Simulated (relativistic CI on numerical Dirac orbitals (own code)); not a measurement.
# Zeeman pattern of Sn⁺ 6453.54 Å at 1.5 T

Problem. The line 5s²6s ²S1/2 – 5s²6p ²P°3/2 of Sn⁺ lies at 6453.54 Å (air; NIST Handbook). Calculate its Zeeman pattern at B = 1.5 T, seen across the field, in LS coupling, and compare it with the Doppler width at an assumed gas temperature of 400 K.

Working.
1. Landé factors g = 3/2 + [S(S + 1) − L(L + 1)]/[2J(J + 1)]: lower 2.0000, upper 1.3333.
2. The unit is μB B/hc = 0.46686 × 1.5 = 0.7003 cm⁻¹, or 291.7 mÅ at this wavelength. A component is shifted by g_u m_u − g_l m_l units. Seen across the field, the strengths for lower J and m are (J + 1)² − m² (π) and ¼(J + m + 1)(J + m + 2) (σ).
3. π components (Δm = 0), symmetric about zero, as shift (strength, strongest of all = 100): ±0.333 (100).
4. σ components with Δm = +1, mirrored for −1: 1.000 (75), 1.667 (25).
5. The centre of the σ group lies at ḡ = 1.167 units, 340.4 mÅ from the line centre.
6. The Doppler width is 7.16 × 10⁻⁷ λ √(T/M) = 8.4 mÅ (FWHM, M = 120), so the sum of Gaussians shows separate peaks away from the centre.

Check. A relativistic CI calculation gives g = 2.0021 and 1.3341 for the two levels. The nearest fine-structure partner lies 883 cm⁻¹ away, 1261 Zeeman units, so the weak-field formulas hold; hyperfine structure, which matters at weak fields for isotopes with nuclear spin, is neglected.
